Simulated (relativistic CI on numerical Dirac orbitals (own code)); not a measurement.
Slater and spin-orbit integrals, W I

Computed by Dirac-Coulomb-Breit CI, KLI orbitals optimised for each configuration, model QED (radiative potential, 1s self-energy scaled to tabulated hydrogen-like ionisation energies), valence Slater integrals scaled by 0.85, P86 correlation energy added to each configuration (own radial code, finite nucleus).

Slater integrals F^k, G^k are unscaled and averaged over j, outside the closed core [Xe] 4f14; ζ comes from projecting the Hamiltonian with its Breit term on Σ l·s of the shell.

- 5d⁴6s²: F^2(5d,5d) = 47549, F^4(5d,5d) = 30661, ζ(5d) = 1872.8 cm⁻¹; <r>(5d) = 2.098, <r^2>(5d) = 5.429 (bohr units).
- 5d⁵6s: F^2(5d,5d) = 45164, F^4(5d,5d) = 28974, ζ(5d) = 1650.3, G^2(5d,6s) = 21903 cm⁻¹; <r>(5d) = 2.191, <r^2>(5d) = 5.982, <r>(6s) = 3.261, <r^2>(6s) = 12.18 (bohr units).
- 5d⁴6s6p: F^2(5d,5d) = 49395, F^4(5d,5d) = 31989, ζ(5d) = 1992.5, G^2(5d,6s) = 21723, F^2(5d,6p) = 16280, G^1(5d,6p) = 10151, G^3(5d,6p) = 7152.4, G^1(6s,6p) = 27005, ζ(6p) = 2146.7 cm⁻¹; <r>(5d) = 2.033, <r^2>(5d) = 5.038, <r>(6s) = 3.136, <r^2>(6s) = 11.26, <r>(6p) = 4.731, <r^2>(6p) = 26.19 (bohr units).

(1) Give the Racah parameters of the d shell in 5d⁴6s².

In this model ζ of a weakly bound d, f or g electron outside closed shells comes out too small, for d by up to a factor of two or three and at times with the wrong sign; that of an outer p electron is too small as well.

For a near-neutral ion this model can misplace configurations by up to about 10,000 cm⁻¹ (more where the count of f electrons changes) and terms by 10 to 25 % of their spread. Rates follow the energies as ν³ (E1, M1) or ν⁵ (E2), so they and the lifetimes can be off by large factors. The fine structure of a lone outer electron comes out too small, for d and f at times inverted, and misplaced configurations move strength between like terms. 7 of the 13 excited levels that our extract of the measured tables holds in this range could be paired (the sources list more); they are missed by 3128 cm⁻¹ on average and 8937 at most, and levels without a partner can miss by more. The computed lowest level isn't the tabulated ground level, which NIST ASD gives as 5d4 6s2 5D0.

Averages of the first 10 configurations, taken without configuration mixing, which lowers the lowest level and can move excited configurations by several eV; other configurations of the list can lie among them:

```tsv
Configuration	Parity	States	Average energy above the lowest level (eV)
5d⁴6s²	even	210	3.4
5d⁵6s	even	504	4.4
5d⁴6s6p	odd	2520	6.6
5d⁵6p	odd	1512	7.9
5d⁶	even	210	6.7
5d³6s²6p	odd	720	6.7
5d⁴6s6d	even	4200	9.3
5d³6s²5f	odd	1680	10.9
5d⁴6s7s	even	840	8.5
5d³6s²7p	odd	720	10.1
```

## Answers

(1) B = F²/49 − 5F⁴/441 = 623 cm⁻¹ and C = 35F⁴/441 = 2433 cm⁻¹; values fitted to spectra at such low charge are typically 15 to 30 % smaller.
